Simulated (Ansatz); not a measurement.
H$_{5}$NO$_{2}$Si$_{2}$, relaxed with RKS PBE0-D4/def2-TZVP in the Gaussian-basis code of Ansatz from a PBE-D4/def2-SVP geometry. The force threshold is 0.005 eV/Å; the program also tests the step.

Charge 0, multiplicity 1. The bonds changed during the relaxation, so this is another structure than the one it started from.

Start:

```xyz
10

O    -0.507    1.623    0.335
Si   -0.943    0.016    0.705
O    -0.496   -0.368    2.305
N     0.328   -0.776   -0.259
Si    1.280   -0.185   -1.570
H    -1.246    2.252    0.400
H    -1.277   -0.584    2.844
H     0.549   -1.730    0.057
H     1.630   -1.260   -2.573
H     0.682    1.011   -2.244
```

Problem. How much energy does the relaxation release, and in how many steps? (An estimate is asked.)

Solution. Ansatz gave: 2.45 eV, in 57 steps, 7 of them rejected.

Problem. Which bonds change most? (Estimate.)

Solution. Ansatz gave: O1–Si5 from 3.177 to 1.644 Å; Si2–N4 from 1.781 to 1.721 Å; Si2–O3 from 1.705 to 1.666 Å; Si5–H9 from 1.512 to 1.479 Å.

Problem. Give the relaxed structure. (Best estimate.)

Solution. The calculation gave: 
```xyz
10

O     1.009    1.912   -1.213
Si   -1.376   -0.810    0.888
O    -0.841   -1.385    2.357
N     0.156   -0.334    0.264
Si    0.466    0.363   -1.288
H     0.436    2.564   -0.806
H    -1.531   -1.729    2.927
H     0.954   -0.490    0.872
H     1.553   -0.357   -1.985
H    -0.825    0.266   -2.015
```
